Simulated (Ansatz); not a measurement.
The pair A = HCl (SMILES Cl) (first 2 atoms), B = Cl2 (SMILES ClCl); geometry from B3LYP-D3(BJ)/def2-TZVP.
(charge 0, multiplicity 1):
```xyz
4

Cl     0.4244    -0.5667    -0.3320
H      0.0109     0.6297    -0.5413
Cl    -0.1810     0.5621     4.7274
Cl     0.0851     0.0323     2.7940
```

Cores are frozen in the correlated methods. MP2 and its Hartree–Fock in aug-cc-pV(Q+d)Z are density fitted.

The values were computed with Ansatz (a first-principles code) with Gaussian orbitals. Values without a source in brackets are computed.

The counterpoise-corrected interaction energy is E(AB) − E(A in the pair's basis) − E(B in the pair's basis). Total energies (hartree):

| level | AB | A in the pair's basis | B in the pair's basis |
|---|---|---|---|
| HF/aug-cc-pV(T+d)Z | -1379.1087350 | -460.1085473 | -919.0015867 |
| MP2/aug-cc-pV(T+d)Z | -1379.7098326 | -460.3168478 | -919.3903907 |
| HF/aug-cc-pV(Q+d)Z | -1379.1185286 | -460.1118545 | -919.0080669 |
| MP2/aug-cc-pV(Q+d)Z | -1379.7709651 | -460.3372153 | -919.4308252 |
| CCSD(T)/aug-cc-pV(T+d)Z | -1379.7908407 | -460.3459077 | -919.4430867 |

Task: Work out the counterpoise-corrected interaction energy at the basis-set limit: extrapolate the MP2 correlation part as X⁻³, take Hartree–Fock from the larger set, and add the CCSD(T) − MP2 difference of aug-cc-pV(T+d)Z.

Result: 
1. Differences (1 hartree = 627.509 kcal/mol): HF/aug-cc-pV(T+d)Z 0.878; MP2/aug-cc-pV(T+d)Z -1.628; HF/aug-cc-pV(Q+d)Z 0.874; MP2/aug-cc-pV(Q+d)Z -1.835; CCSD(T)/aug-cc-pV(T+d)Z -1.159.
2. Correlation parts, MP2 less HF: -2.506 in aug-cc-pV(T+d)Z (X = 3), -2.709 in aug-cc-pV(Q+d)Z (X = 4).
3. Limit (4³·(-2.709) − 3³·(-2.506))/(4³ − 3³) = -2.858; with HF/aug-cc-pV(Q+d)Z it gives -1.984.
4. CCSD(T) less MP2 in aug-cc-pV(T+d)Z: 0.469.
Result: -1.51 kcal/mol, against -1.63 at MP2/aug-cc-pV(T+d)Z. It is an estimate of this method's limit, not of the exact value.
